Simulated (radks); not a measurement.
Neutral potassium, 19 electrons, occupied as [Ar] 4s1. Method: non-relativistic Kohn-Sham, PBE, spin-polarised, spherical densities, point nucleus; open shells are filled with parallel spins first; computed with a radial shooting solver on a logarithmic mesh with Libxc functionals.

Local quantities along the radius. ELF = 1/(1 + alpha^2) is the electron localisation function; alpha = (tau - tau_W)/tau_unif compares the Pauli kinetic energy density with that of the uniform gas (summed over spins).

```
   r/bohr * ELF (the largest magnitude, 1, reaches the edge; | marks zero)
 0.004085 |                                                      *
 0.005449 |                                                      *
 0.007267 |                                                      *
 0.009693 |                                                      *
  0.01293 |                                                      *
  0.01724 |                                                      *
    0.023 |                                                      *
  0.03067 |                                                      *
  0.04091 |                                                      *
  0.05456 |                                                    *
  0.07277 |                                              *
  0.09706 |                          *
   0.1295 |             *
   0.1727 |                    *
   0.2303 |                                      *
   0.3096 |                                              *
    0.413 |                                           *
   0.5508 |              *
   0.7346 |      *
   0.9798 |                                      *
    1.307 |                                               *
    1.743 |                                           *
    2.325 |                    *
    3.101 |    *
    4.136 |                                     *
    5.516 |                                                      *
    7.357 |                                                      *
    9.812 |                                                      *
    13.09 |                                                      *
```

On this mesh the ELF has minima near r = 0.13, 0.64, 3.1 bohr, which separate the shells, and maxima near 0.31 (0.85), 1.3 (0.88).
